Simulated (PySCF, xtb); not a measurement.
Ge(H)(Me) (CH₄Ge), SMILES [CH3][GeH] (connectivity only; charge and spin as stated), neutral, multiplicity 1.

GFN2-xTB (xtb) at its own geometry gives an orbital gap of 2.86 eV and a dipole moment of 1.31 D.

The structure is a stationary point at ωB97X-D3(BJ)/def2-TZVP.

**Question.** What does PySCF with HF/def2-TZVPD give? (The exact figures need the calculation; the answer reports its results.)

**Answer.** gap 9.22 eV (levels -8.65 and 0.57 eV), dipole 0.87 D.
